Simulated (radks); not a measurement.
Values are calculated unless marked as measured or tabulated.
Bi23+, configuration [Kr] 4d10 4f13 5s1 (the NIST ground configuration). Code: a radial shooting solver on a logarithmic mesh with Libxc functionals. Model: Dirac Kohn-Sham, relativistic LDA (MacDonald-Vosko exchange, VWN5 correlation), spin-unpolarised, spherical densities, finite nucleus; open shells fill j = l - 1/2 first; Fermi nuclear charge, rms radius 5.5211 fm.

Normalised radial functions P(r) = r R(r) (large component), r in bohr:

```
   r/bohr * 4p3/2, o 5p1/2, + 5p3/2 (the largest magnitude, 1.83, reaches the edge; | marks zero, & curves that meet)
 0.001179                             &
 0.001535                             &
 0.001999                             &
 0.002603                             &o
 0.003389                             +&
 0.004413                             |&
 0.005747                             |&o
 0.007483                             |+&
 0.009744                             | +&
  0.01269                             |  +o*
  0.01652                             |   +o *
  0.02151                             |    +o  *
  0.02801                             |     &    *
  0.03648                             |     &    *
   0.0475                             |   o+    *
  0.06185                             o + *
  0.08053                        o* + |
   0.1049                 *   o+      |
   0.1365             *       &       |
   0.1792                    *    +  o|
   0.2334                             |    +* o
   0.3039                             |           &         *
   0.3957                             |    o   +                 *
   0.5152                    o   +    |                   *
   0.6709         o  +                |         *
   0.8736          &                  |  *
    1.138                 + o         *
    1.481                         +o  *
    1.929                            +&
    2.511                             &
```

4p3/2: eigenvalue -1214.2 eV, 2 radial nodes at r = 0.0719, 0.211 bohr, <r> = 0.407 bohr, 90 % of the charge inside 0.588 bohr. 5p1/2 (empty): eigenvalue -615.95 eV, 3 radial nodes at r = 0.0621, 0.183, 0.439 bohr, <r> = 0.762 bohr, 90 % of the charge inside 1.07 bohr. 5p3/2 (empty): eigenvalue -577.96 eV, 3 radial nodes at r = 0.0708, 0.201, 0.475 bohr, <r> = 0.811 bohr, 90 % of the charge inside 1.13 bohr.
